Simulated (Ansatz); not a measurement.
One change: `FC[S][SnH3]` becomes `FC[O][SnH3]`.

Ansatz, PBE0-D4/def2-TZVP geometries, multiplicity 1. Each molecule was computed in one conformer, which needn't be the lowest.

Elements past krypton have def2 core potentials.

| property | `FC[S][SnH3]` |
| --- | --- |
| LUMO energy (ωB97M-V/def2-TZVPP) / eV | 0.98 |
| HOMO–LUMO gap (B3LYP/def2-TZVPP) / eV | 6.16 |
| HOMO energy (ωB97M-V/def2-TZVPP) / eV | -9.45 |
| LUMO energy (B3LYP/def2-TZVPP) / eV | -0.87 |
| HOMO–LUMO gap (PBE/def2-TZVPP) / eV | 4.62 |
| HOMO energy (PBE/def2-TZVPP) / eV | -6.05 |

**Question.** Give the same properties after the change, and the shifts. (An estimate is asked.)

**Answer.** Computed: 
```csv
property,`FC[O][SnH3]`,shift
LUMO energy (ωB97M-V/def2-TZVPP) / eV,0.97,-0.01
HOMO–LUMO gap (B3LYP/def2-TZVPP) / eV,7.04,0.88
HOMO energy (ωB97M-V/def2-TZVPP) / eV,-10.38,-0.93
LUMO energy (B3LYP/def2-TZVPP) / eV,-0.76,0.11
HOMO–LUMO gap (PBE/def2-TZVPP) / eV,5.17,0.55
HOMO energy (PBE/def2-TZVPP) / eV,-6.46,-0.41
```

With PBE0 the HOMO falls by 0.75 eV and the LUMO rises by 0.11 eV, so the gap widens by about 0.86 eV. PBE moves the HOMO by -0.41 eV and ωB97M-V by -0.93 eV.

B3LYP here is the variant with VWN-RPA as its local correlation; programs differ in this.
